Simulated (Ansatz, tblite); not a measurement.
Cost and result up the ladder for Li₃N⁻ (4 atoms). The state is a doublet with charge -1. Geometry: PBE-D4/def2-TZVPD.

```xyz
4

Li    0.8047    0.0413   -1.5286
Li    0.2357   -1.3467    1.0569
Li   -0.8235    1.4067    0.5738
N    -0.2169   -0.1013   -0.1021
```

Ansatz on 4 threads of AMD EPYC 7571 on a shared host; xTB runs through tblite on one thread. Times are rough, summed over both states, and most runs start from the orbitals of an earlier one. No level here is sound enough to serve as a yardstick. The other state is a singlet.

The xTB rows come from tblite. The structure comes from a short search, and lower isomers may exist.

Run but left out: HF/def2-TZVPPD, MP2/def2-TZVPPD, CCSD/def2-TZVPPD, CCSD(T)/def2-TZVPPD (flagged by the program: lower state).

Raw xTB energies of ions are shifted by several eV, and xTB has no spin-polarisation term.

```json
{"level": "GFN1-xTB", "functions": "16", "wall time": "0.007 s"}
{"level": "GFN2-xTB", "functions": "16", "wall time": "0.009 s"}
{"level": "PBE-D4/def2-TZVPD (with forces)", "functions": "88", "wall time": "2.8 s"}
{"level": "PBE0-D4/def2-TZVPD", "functions": "88", "wall time": "6.6 s"}
{"level": "r2SCAN-D4/def2-TZVPD", "functions": "88", "wall time": "7.8 s"}
```

Task: Estimate what each level gives for the vertical IE (eV).

Result: 
| level | vertical IE (eV) | remarks |
| --- | --- | --- |
| GFN1-xTB | 5.31 | – |
| GFN2-xTB | 2.20 | – |
| PBE-D4/def2-TZVPD (with forces) | 0.26 | HOMO above zero (-1 doublet), restricted SCF unstable in HF (singlet) |
| PBE0-D4/def2-TZVPD | 0.14 | HOMO above zero (-1 doublet), restricted SCF unstable in HF (singlet), spin-contaminated (⟨S²⟩ 0.86) (-1 doublet) |
| r2SCAN-D4/def2-TZVPD | 0.23 | HOMO above zero (-1 doublet), restricted SCF unstable in HF (singlet), spin-contaminated (⟨S²⟩ 0.93) (-1 doublet) |
